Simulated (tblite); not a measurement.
Compound: C3H14N3PSi.
Bonds: N1–C2, C2–C3, C3–C4, C4–N5, C3–N6, N6–Si7, Si7–P8. Hydrogens: H9, H10 on N1; H11, H12 on C2; H13 on C3; H14, H15 on C4; H16, H17 on N5; H18 on N6; H19, H20 on Si7; H21, H22 on P8.

Structure optimised with GFN2-xTB, isolated species.

Q: Give the optimised bond lengths and angles.

A: 
```tsv
bond	length (Å)	order
N1–C2, C4–N5	1.447	single
C2–C3, C3–C4	1.544	single
C3–N6	1.444	single
N6–Si7	1.714	single
Si7–P8	2.241	single
N1–H9 and 3 like bonds	1.015	single
C2–H11, C4–H15	1.095	single
C2–H12, C4–H14	1.094	single
C3–H13	1.101	single
N6–H18	1.008	single
Si7–H19, Si7–H20	1.471	single
P8–H21, P8–H22	1.382	single
```

Bonds in one row agree within 0.01 Å and their mean is given. Orders are formal, as drawn. A selection of angles:
```tsv
angle	degrees
C2–N1–H9	110.2
H9–N1–H10	107.2
N1–C2–C3	114.8
N1–C2–H11	108.0
N1–C2–H12	107.4
C3–C2–H11	109.0
C3–C2–H12	109.3
H11–C2–H12	108.2
C2–C3–C4	111.9
C2–C3–N6	111.7
C2–C3–H13	108.0
C4–C3–N6	109.6
C4–C3–H13	108.6
N6–C3–H13	106.8
C3–C4–H15	108.0
C4–N5–H17	111.0
C3–N6–Si7	127.0
C3–N6–H18	112.0
Si7–N6–H18	118.5
N6–Si7–P8	105.4
N6–Si7–H19	107.4
N6–Si7–H20	114.8
P8–Si7–H19	114.2
P8–Si7–H20	105.8
H19–Si7–H20	109.4
Si7–P8–H21	95.6
H21–P8–H22	92.3
H10–N1–C2	110.1
H16–N5–C4	110.2
```

Dihedral angles: N1–C2–C3–C4 174° (antiperiplanar); C2–C3–C4–N5 -69° (synclinal); C2–C3–N6–Si7 93° (anticlinal); C3–N6–Si7–P8 13° (synperiplanar). The mirror-image conformer, all signs reversed, is as good.

P8 (three-coordinate phosphorus) is pyramidal (angles 95.6°, 94.6° and 92.3°, sum 282.5°, 0.84 Å off the plane of its three neighbours). Of the pairs four or more bonds apart, P8···H13 is among the closest relative to their van der Waals radii: 2.61 Å, 87 % of the sum of Bondi's values. N1 (primary amine nitrogen) is pyramidal (angles 110.2°, 110.1° and 107.2°, sum 327.5°, 0.38 Å off the plane of its three neighbours). Si7 (SiH2 silicon) is distorted tetrahedral (angles from 105.4° to 114.8°). All 3 C–N bonds measure 1.444 to 1.447 Å. N6 (silicon-bound nitrogen) is almost planar (angles 127.0°, 118.5° and 112.0°, sum 357.5°, 0.12 Å off the plane of its three neighbours).

Point group: C1 (no symmetry element, even within 0.4 Å). Its GFN2-xTB frequencies are all real (lowest 43 cm⁻¹). The numbers are those of one conformer (H–N1–C2–C3 61° and -57°, N1–C2–C3–C4 174°, C2–C3–C4–N5 -69°, C3–C4–N5–H -56° and 63°, C2–C3–N6–Si7 93°). 3 starts were optimised and ended at 0.00, 3.01 and 4.48 kcal/mol (GFN2-xTB); the lowest of these is shown.

The numbers are calculated, not measured.
